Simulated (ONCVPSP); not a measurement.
Building the ONCV potential for Ge (Z = 32) (PBEsol, scalar-relativistic).

germanium, optimised norm-conserving Vanderbilt (ONCV), made with ONCVPSP 4.0.1 (PBEsol, scalar-relativistic). Core [Ar] 3d10, reference 4s2 4p2. Waves: 4s: rc 1.60 bohr, ncon 3, nbas 8, qcut 4.5 1/bohr, 3 projectors, debl 1.3 Ha; 4p: rc 2.30 bohr, ncon 3, nbas 7, qcut 3.5 1/bohr, 1 projector; d scattering state at 0.13 Ha: rc 2.35 bohr, ncon 4, nbas 7, qcut 4.7 1/bohr, 3 projectors, debl 3 Ha. Local part: polynomial inside 1.45 bohr (lpopt 5, dvloc0 0 Ha). Core correction: Teter function, fcfact 1.75, rcfact 1.4.

What the tests gave:

```json
{
  "Cutoffs needed": "8.5 Ha and 15 Ha (the cutoffs (Ha) at which the residual kinetic energy of the hardest occupied pseudo-wave falls to 1 and 0.1 mHa per electron) The cutoffs count occupied waves only; projector 3 of the d channel, the hardest unoccupied one, needs 56 Ha at the loose tolerance.",
  "Ghost test": "ghosts flagged at negative energy: s at -178.8 eV; GHOST(+) flags only above 600 eV; a true bound ghost makes a file unfit for plane-wave use",
  "Largest excitation error": "-251 meV (all-electron minus pseudo) for 4s1 4p0, out of 4 test configurations",
  "rms error of d²Exc/dni dnj": "5.77 mHa without and 2.00 mHa with the model core"
}
```

Generation and tests took about 9.4 s on one core of a shared server CPU.
